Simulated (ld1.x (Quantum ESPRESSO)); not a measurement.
# copper (Cu), ultrasoft: configuration errors across variants

ld1.x (Quantum ESPRESSO) 7.5 input, shortened:

```
&input
   title='Cu', zed=29., rel=2, dft='PW91', iswitch=3,
   config='[Ar] 3d10 4s1 4p0', rel_dist='average'
 /
 &inputp
   pseudotype=3, tm=.true., lloc=-1, rcloc=4.05,
   nlcc=.true.,
   which_augfun='PSQ', rmatch_augfun_nc=.true.
 /
6
4S  1  0   1.00   0.00  1.70  2.15  0.0
4S  1  0   0.00   2.10  1.70  2.15  0.0
4P  2  1   0.00   0.00  3.40  4.70  0.0
4P  2  1   0.00   0.45  3.40  4.70  0.0
3D  3  2  10.00   0.00  1.50  1.65  0.0
3D  3  2   0.00   0.55  1.50  1.65  0.0
 &test
   configts(1)='3d10 4s1 4p0'
 /
```

Open shells are filled in proportion to 2j + 1 (rel_dist='average').

All-electron excitation energies from the reference (eV): (1) 3d10 4s0 4p0 8.203; (2) 3d9 4s0 4p0 29.637; (3) 3d9 4s1 4p1 6.859; (4) 3d9 4s2 4p0 1.991; (5) 3d9 4s1 4p0 11.670.

The overlap operator is not positive definite (basis up to 400 Ry) in “base”, “waves 4s (bound): rcut 1.70, rcutus 2.32 bohr; 4s channel at 2.1 Ry: rcut 1.70, rcutus 2.32 bohr”, “waves 4s (bound): rcut 1.70, rcutus 2.52 bohr; 4s channel at 2.1 Ry: rcut 1.70, rcutus 2.52 bohr”, “waves 4s (bound): rcut 1.70, rcutus 2.80 bohr; 4s channel at 2.1 Ry: rcut 1.70, rcutus 2.80 bohr”, “waves 4s (bound): rcut 1.70, rcutus 3.16 bohr; 4s channel at 2.1 Ry: rcut 1.70, rcutus 3.16 bohr”. Such files are unfit for use, however small their errors in these radial tests.

Tests that are not counted but printed errors over 1 eV. “base”: 3d8 4s0 4p0 (solver errors, printed error -914 eV); 3d7 4s0 4p0 (solver errors, printed error -754 eV). “waves 4s (bound): rcut 1.70, rcutus 2.32 bohr; 4s channel at 2.1 Ry: rcut 1.70, rcutus 2.32 bohr”: 3d8 4s0 4p0 (solver errors, printed error -914 eV); 3d7 4s0 4p0 (solver errors, printed error -754 eV). “waves 4s (bound): rcut 1.70, rcutus 2.52 bohr; 4s channel at 2.1 Ry: rcut 1.70, rcutus 2.52 bohr”: 3d8 4s0 4p0 (solver errors, printed error -914 eV); 3d7 4s0 4p0 (solver errors, printed error -754 eV). “waves 4s (bound): rcut 1.70, rcutus 2.80 bohr; 4s channel at 2.1 Ry: rcut 1.70, rcutus 2.80 bohr”: 3d8 4s0 4p0 (solver errors, printed error -914 eV); 3d7 4s0 4p0 (solver errors, printed error -754 eV). “waves 4s (bound): rcut 1.70, rcutus 3.16 bohr; 4s channel at 2.1 Ry: rcut 1.70, rcutus 3.16 bohr”: 3d8 4s0 4p0 (solver errors, printed error -913 eV); 3d7 4s0 4p0 (solver errors, printed error -754 eV).

2 further variants failed, have other tests or too few solved ones, and are left out.

Errors AE − PS in meV (a dash: test not solved or not reliable):

```csv
change,(1),(2),(3),(4),(5),bound ghosts
base,-14,-50,-170,-78,-55,not determined (overlap not positive)
"waves 4s (bound): rcut 1.70, rcutus 2.32 bohr; 4s channel at 2.1 Ry: rcut 1.70, rcutus 2.32 bohr",-15,-48,-169,-79,-55,not determined (overlap not positive)
"waves 4s (bound): rcut 1.70, rcutus 2.52 bohr; 4s channel at 2.1 Ry: rcut 1.70, rcutus 2.52 bohr",-17,-46,-173,-90,-57,not determined (overlap not positive)
"waves 4s (bound): rcut 1.70, rcutus 2.80 bohr; 4s channel at 2.1 Ry: rcut 1.70, rcutus 2.80 bohr",-18,-45,-173,-90,-60,not determined (overlap not positive)
"waves 4s (bound): rcut 1.70, rcutus 3.16 bohr; 4s channel at 2.1 Ry: rcut 1.70, rcutus 3.16 bohr",-19,-44,-215,-145,-120,not determined (overlap not positive)
```

**Question.** Give the same row for: waves 4s (bound): rcut 1.70, rcutus 2.06 bohr; 4s channel at 2.1 Ry: rcut 1.70, rcutus 2.06 bohr.

**Answer.** -13, -51, -170, -77, -55; bound ghosts: not determined (overlap not positive). Not counted: 3d8 4s0 4p0 (solver errors, printed error -914 eV); 3d7 4s0 4p0 (solver errors, printed error -755 eV). Its overlap operator is not positive definite in a basis up to 400 Ry (lowest eigenvalue p1/2 -9.94, p3/2 -58.00), so the file is unfit for use: the generalised eigenproblem breaks down once the basis is large enough, and its test numbers describe a broken file.
